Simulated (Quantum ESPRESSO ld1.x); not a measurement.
The numbers below are computed, except where a source is named.
Species: the mercury ion Hg31+. Configuration: [Kr] 4d10 4f3.

Code: ld1.x of Quantum ESPRESSO 7.5. Model: Dirac Kohn-Sham, PBE, spin-unpolarised, spherical densities, point nucleus; open shells are shared between the two j in proportion to 2j + 1.

Energy parts (hartree):
total: -19175.91
kinetic: 22207.73
electron-nucleus: -46310.93
Hartree: 5255.61
exchange-correlation: -328.32

Orbitals (lengths in bohr, moments of r in powers of bohr; <r^-3> diverges for s and p1/2):
orbital     occ.  eigenvalue (hartree)  <r^-3>  small-component weight
1s1/2          2              -3093.26       -                9.27e-02
2s1/2          2              -581.869       -                2.13e-02
2p1/2          2              -559.802       -                2.13e-02
2p3/2          4              -488.241   21430                1.89e-02
3s1/2          2              -169.578       -                7.17e-03
3p1/2          2              -159.727       -                7.11e-03
3p3/2          4              -143.751    5056                6.41e-03
3d3/2          4              -127.556   881.5                6.28e-03
3d5/2          6              -124.137   728.0                6.09e-03
4s1/2          2              -66.2219       -                2.73e-03
4p1/2          2              -61.9563       -                2.65e-03
4p3/2          4              -57.5045    1436                2.42e-03
4d3/2          4              -50.5768   238.5                2.26e-03
4d5/2          6              -49.6755   194.6                2.20e-03
4f5/2    1.28571              -41.0682   48.19                1.94e-03
4f7/2    1.71429              -40.8283   46.16                1.91e-03

The highest occupied level is 4f7/2 at -1111.0 eV. For comparison, the ionisation energy in NIST's Atomic Spectra Database is 1160 eV (theoretical). In exact Kohn-Sham theory the highest level is minus the ionisation energy, but local and semilocal functionals leave it too shallow, through self-interaction and a potential that decays too fast; potentials with the right tail come closer. Summed over all electrons, <r^2> = 4.445 bohr^2, which gives a Langevin (diamagnetic) susceptibility term of -3.52 x 10^-6 cm^3/mol. The density falls to 0.001 e/bohr^3 at r = 1.16 bohr.

Beside tabulated values, note that spin-unpolarised runs miss the spin-polarisation part of the exchange energy of open shells.
